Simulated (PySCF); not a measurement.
## Computed structure and properties of [Pm(OH)2]+

System: [Pm(OH)2]+ (singlet in the valence; each metal's 4f electrons, 4 of them, lie in its core potential, out of spins and levels); start: template (C2). Method: PySCF 2.14.0, RKS PBE0, Pm lcecp-1-SVP with ECP50, O def2-SVP, H def2-SVP; non-relativistic Hamiltonian with scalar-relativistic core potentials where named; density fitting; no spin-orbit coupling.

Input of the relaxation:

```python
mol = gto.M(atom='''
Pm     0.00000     0.00000    -0.17216
O      2.01610    -0.00000     0.73014
H      2.97570    -0.09060     0.78914
O     -2.01610     0.00000     0.73014
H     -2.97570     0.09060     0.78914''',
    basis={'Pm': 'lcecp-1-SVP', 'O': 'def2-SVP', 'H': 'def2-SVP'},
    ecp={'Pm': 'lcecp-1-SVP'},
    charge=1, spin=0)
mf = dft.RKS(mol, xc='PBE0')
mf.grids.atom_grid = (50, 194)  # f atoms: unpruned, at least (60, 302)
mf = mf.density_fit()  # fitting sets: Pm AutoAux, O def2-universal-JKFIT, H def2-universal-JKFIT
mf.conv_tol = 1e-08; mf.max_cycle = 55
mf.kernel(dm0)  # dm0: converged density of the start geometry
# quasi-Newton relaxation in Cartesian coordinates to a largest gradient under 0.00045 Eh/bohr, steps kept in the point group
```

Run from Python with OMP_NUM_THREADS=2; the lines above give its settings. Where DIIS fails, smearing, a level shift and second-order steps follow.
It took 29 s on 2 threads of Arm Neoverse V1, with other jobs on the host, from the converged density of the start.

Course of the relaxation:

```csv
step,energy above end (eV),largest force component within the symmetry (eV/Å)
0,1.0433,2.786
1,0.4995,1.198
2,0.3173,1.156
3,0.2714,1.123
4,0.2386,1.620
5,0.1184,0.639
6,0.0757,0.443
7,0.0425,0.687
10,0.0014,0.068
11,0.0006,0.039
12,0.0003,0.058
13,0.0001,0.040
14,0.0000,0.010
15,0.0000,0.007
```
(The steps between are left out.)

Relaxed geometry (C2v):

```xyz
5

Pm    0.0000    0.0000   -0.6314
O     1.6490   -0.0341    0.5154
H     2.2910   -0.0473    1.2335
O    -1.6490    0.0341    0.5154
H    -2.2910    0.0473    1.2335
```

```
    contact      Å
Pm1–O2 (OH)  2.009
Pm1–O4 (OH)  2.009
```

On the finer grid (75, 302):

- HOMO: -13.45 eV
- LUMO: -6.69 eV
- Dipole about the centre of mass: 2.66 D
- Set of Mulliken populations of Pm1 outside the core potential: s 2.09, p 6.14, d 1.26, f 0.10
- D3(BJ) dispersion energy (not in the energies): -0.054 eV

```tsv
atom	Mulliken (e)	Löwdin (e)	spin (e)
Pm1	1.41	1.20	0.00
O2	-0.44	-0.22	0.00
H3	0.24	0.12	0.00
O4	-0.44	-0.22	0.00
H5	0.24	0.12	0.00
```

The 4f levels lie in the core potential and are missing. Their spin isn't counted.

On the grid (50, 194), as all that follows. Harmonic modes: a minimum; lowest 140 cm⁻¹ (negative: unstable), highest 3930 cm⁻¹, zero-point energy 0.708 eV.

Taking off one OH (charge -1, singlet; the rest: singlet) in vacuum, both parts rigid, costs 17.29 eV; the small basis without counterpoise inflates it. Most of it is the attraction of opposite charges; other ways to part are cheaper, and one spin state was tried for the rest.

Rigid scan of OH along the line from its metal:

```
distance to O2 (Å)  energy (eV)
              1.71        1.830
              1.81        0.700
              1.91        0.151
              2.01        0.000
              2.11        0.114
              2.21        0.400
              2.41        1.247
              2.71        2.702
              3.11        4.407
              3.61        5.882
```

One start shape was tried, so this needn't be the lowest isomer.

An lcecp potential fixes the number of 4f electrons, so in runs with it no electron can move into or out of that shell.
